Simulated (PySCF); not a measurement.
Isomers of C5H12O3Si, mass 148.056 u with the commonest isotopes. Method: PBE0/pcSseg-1 in PySCF (dipole) on a GFN2-xTB geometry, gas phase. One conformer each, none proved a minimum here; rigid rotors.

Problem. Order these by radius of gyration √(Σ m r²/M), largest first.
A. `[CH3:1][O:2][SiH2:3][C:4](=[O:5])[O:6][CH:7]([CH3:8])[CH3:9]` with C1–O2–Si3–C4 -49°, O2–Si3–C4–O5 28°, Si3–C4–O6–C7 178°, C4–O6–C7–C8 89°
B. `[CH3:1][CH2:2][C@H:3]([SiH3:4])[O:5][C:6](=[O:7])[O:8][CH3:9]` with C1–C2–C3–Si4 -176°, C2–C3–O5–C6 -149°, C3–O5–C6–O7 -1°, O5–C6–O8–C9 180°
C. `[CH3:1][C:2](=[O:3])[O:4][C:5]([CH3:6])([CH3:7])[SiH2:8][OH:9]` with C1–C2–O4–C5 -175°, C2–O4–C5–C6 84°, O4–C5–Si8–O9 99°, C5–Si8–O9–H -68°
D. `[CH3:1][CH2:2][O:3][C:4](=[O:5])[C@H:6]([CH3:7])[O:8][SiH3:9]` with C1–C2–O3–C4 163°, C2–O3–C4–O5 0°, O3–C4–C6–C7 -75°, C4–C6–O8–Si9 24°

Solution. A (2.503 Å), D (2.384 Å), B (2.345 Å), C (2.071 Å).

Problem. Order these by rotational constant A, largest first.
A. `[CH3:1][CH:2]([CH3:3])[O:4][C:5](=[O:6])[O:7][CH2:8][SiH3:9]` with C1–C2–O4–C5 151°, C2–O4–C5–O6 -1°, O4–C5–O7–C8 179°, C5–O7–C8–Si9 -74°
B. `[CH2:1]=[C:2]([O:3][SiH2:4][OH:5])[O:6][CH:7]([CH3:8])[CH3:9]` with C1–C2–O3–Si4 -179°, C2–O3–Si4–O5 -179°, O3–Si4–O5–H -179°, C1–C2–O6–C7 3°, C2–O6–C7–C8 -160°
C. `[CH3:1][CH2:2][C@H:3]([SiH3:4])[O:5][C:6](=[O:7])[O:8][CH3:9]` with C1–C2–C3–Si4 -176°, C2–C3–O5–C6 -149°, C3–O5–C6–O7 -1°, O5–C6–O8–C9 180°
D. `[CH3:1][O:2][SiH2:3][C:4](=[O:5])[O:6][CH:7]([CH3:8])[CH3:9]` with C1–O2–Si3–C4 -49°, O2–Si3–C4–O5 28°, Si3–C4–O6–C7 178°, C4–O6–C7–C8 89°
E. `[CH3:1][CH2:2][O:3][C:4](=[O:5])[C@H:6]([CH3:7])[O:8][SiH3:9]` with C1–C2–O3–C4 163°, C2–O3–C4–O5 0°, O3–C4–C6–C7 -75°, C4–C6–O8–Si9 24°
F. `[CH3:1][C:2](=[O:3])[O:4][C:5]([CH3:6])([CH3:7])[SiH2:8][OH:9]` with C1–C2–O4–C5 -175°, C2–O4–C5–C6 84°, O4–C5–Si8–O9 99°, C5–Si8–O9–H -68°

Solution. A (3353 MHz), D (3226 MHz), E (2849 MHz), B (2517 MHz), C (1849 MHz), F (1747 MHz).

Problem. Order these by rotational constant B, smallest first.
A. `[CH3:1][O:2][SiH2:3][C:4](=[O:5])[O:6][CH:7]([CH3:8])[CH3:9]` with C1–O2–Si3–C4 -49°, O2–Si3–C4–O5 28°, Si3–C4–O6–C7 178°, C4–O6–C7–C8 89°
B. `[CH3:1][CH:2]([CH3:3])[O:4][C:5](=[O:6])[O:7][CH2:8][SiH3:9]` with C1–C2–O4–C5 151°, C2–O4–C5–O6 -1°, O4–C5–O7–C8 179°, C5–O7–C8–Si9 -74°
C. `[CH3:1][CH2:2][O:3][C:4](=[O:5])[C@H:6]([CH3:7])[O:8][SiH3:9]` with C1–C2–O3–C4 163°, C2–O3–C4–O5 0°, O3–C4–C6–C7 -75°, C4–C6–O8–Si9 24°
D. `[CH2:1]=[C:2]([O:3][SiH2:4][OH:5])[O:6][CH:7]([CH3:8])[CH3:9]` with C1–C2–O3–Si4 -179°, C2–O3–Si4–O5 -179°, O3–Si4–O5–H -179°, C1–C2–O6–C7 3°, C2–O6–C7–C8 -160°
E. `[CH3:1][CH2:2][C@H:3]([SiH3:4])[O:5][C:6](=[O:7])[O:8][CH3:9]` with C1–C2–C3–Si4 -176°, C2–C3–O5–C6 -149°, C3–O5–C6–O7 -1°, O5–C6–O8–C9 180°
F. `[CH3:1][C:2](=[O:3])[O:4][C:5]([CH3:6])([CH3:7])[SiH2:8][OH:9]` with C1–C2–O4–C5 -175°, C2–O4–C5–C6 84°, O4–C5–Si8–O9 99°, C5–Si8–O9–H -68°

Solution. B (604.5 MHz), A (616.7 MHz), C (726.4 MHz), D (746.2 MHz), E (860.3 MHz), F (1210 MHz).

```tsv
SMILES	point group	Ia (u·Å²)	Ib (u·Å²)	Ic (u·Å²)	κ	μa (D)	μb (D)	μc (D)
CCOC(=O)[C@H](C)O[SiH3]	C1	177.42	695.73	810.27	-0.91	3.63	1.06	0.33
CO[SiH2]C(=O)OC(C)C	C1	156.63	819.54	878.89	-0.97	1.34	0.07	0.44
CC(=O)OC(C)(C)[SiH2]O	C1	289.22	417.52	563.12	-0.26	2.64	1.65	0.46
CC(C)OC(=O)OC[SiH3]	C1	150.72	836.08	857.44	-0.99	0.51	0.03	0.19
CC[C@H]([SiH3])OC(=O)OC	C1	273.29	587.45	767.26	-0.66	0.08	0.53	0.24
C=C(O[SiH2]O)OC(C)C	C1	200.75	677.23	799.67	-0.88	1.44	2.45	0.33
```
